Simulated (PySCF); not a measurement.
SMILES [SiH](F)(F)CB(C)C (C₃H₉BF₂Si), GFN2-xTB optimised geometry.

```
16

Si    -1.29    -1.69     1.85
F      0.04    -1.74     2.75
F     -1.79    -3.21     1.95
C     -0.84    -1.28     0.06
B     -0.07     0.09     0.00
C      1.50     0.09     0.00
C     -0.87     1.45     0.00
H     -2.25    -0.88     2.55
H     -0.24    -2.11    -0.32
H     -1.76    -1.26    -0.52
H      1.89    -0.54     0.79
H      1.95     1.08     0.11
H      1.89    -0.33    -0.93
H     -1.95     1.34    -0.09
H     -0.68     1.99     0.93
H     -0.54     2.11    -0.80
```

Density from CAM-B3LYP/def2-TZVP (PySCF 2.14.0) at that geometry.

Minimum of the electron density along straight lines between bonded atoms, close to the bond critical point (lines longer than 1.1 times the sum of covalent radii, or with two minima, are not listed):

```json
[
 {"bond": "Si1–F2", "length / Å": "1.603", "ρ at the minimum / e bohr⁻³": "0.138", "∇²ρ there / e bohr⁻⁵": "0.96", "position (fraction from the first atom)": "0.42"},
 {"bond": "Si1–F3", "length / Å": "1.605", "ρ at the minimum / e bohr⁻³": "0.138", "∇²ρ there / e bohr⁻⁵": "0.95", "position (fraction from the first atom)": "0.42"},
 {"bond": "Si1–C4", "length / Å": "1.887", "ρ at the minimum / e bohr⁻³": "___", "∇²ρ there / e bohr⁻⁵": "0.11", "position (fraction from the first atom)": "0.39"},
 {"bond": "C4–B5", "length / Å": "1.573", "ρ at the minimum / e bohr⁻³": "0.183", "∇²ρ there / e bohr⁻⁵": "-0.26", "position (fraction from the first atom)": "0.67"},
 {"bond": "B5–C6", "length / Å": "1.575", "ρ at the minimum / e bohr⁻³": "0.189", "∇²ρ there / e bohr⁻⁵": "-0.36", "position (fraction from the first atom)": "0.33"},
 {"bond": "B5–C7", "length / Å": "1.576", "ρ at the minimum / e bohr⁻³": "0.188", "∇²ρ there / e bohr⁻⁵": "-0.35", "position (fraction from the first atom)": "0.33"},
 {"bond": "Si1–H8", "length / Å": "1.444", "ρ at the minimum / e bohr⁻³": "0.136", "∇²ρ there / e bohr⁻⁵": "___", "position (fraction from the first atom)": "0.50"},
 {"bond": "C4–H9", "length / Å": "1.093", "ρ at the minimum / e bohr⁻³": "0.270", "∇²ρ there / e bohr⁻⁵": "-0.89", "position (fraction from the first atom)": "0.64"},
 {"bond": "C4–H10", "length / Å": "1.090", "ρ at the minimum / e bohr⁻³": "0.270", "∇²ρ there / e bohr⁻⁵": "-0.89", "position (fraction from the first atom)": "0.64"},
 {"bond": "C6–H11", "length / Å": "1.089", "ρ at the minimum / e bohr⁻³": "0.273", "∇²ρ there / e bohr⁻⁵": "-0.91", "position (fraction from the first atom)": "0.64"},
 {"bond": "C6–H12", "length / Å": "1.087", "ρ at the minimum / e bohr⁻³": "0.277", "∇²ρ there / e bohr⁻⁵": "-0.94", "position (fraction from the first atom)": "0.64"},
 {"bond": "C6–H13", "length / Å": "1.090", "ρ at the minimum / e bohr⁻³": "0.270", "∇²ρ there / e bohr⁻⁵": "-0.89", "position (fraction from the first atom)": "0.64"},
 {"bond": "C7–H14", "length / Å": "1.088", "ρ at the minimum / e bohr⁻³": "0.277", "∇²ρ there / e bohr⁻⁵": "-0.94", "position (fraction from the first atom)": "0.64"},
 {"bond": "C7–H15", "length / Å": "1.090", "ρ at the minimum / e bohr⁻³": "0.270", "∇²ρ there / e bohr⁻⁵": "-0.90", "position (fraction from the first atom)": "0.64"},
 {"bond": "C7–H16", "length / Å": "1.089", "ρ at the minimum / e bohr⁻³": "0.272", "∇²ρ there / e bohr⁻⁵": "-0.91", "position (fraction from the first atom)": "0.64"}
]
```

What belongs in the gaps?


- Si1–C4, ρ at the minimum / e bohr⁻³: 0.122
- Si1–H8, ∇²ρ there / e bohr⁻⁵: 0.16
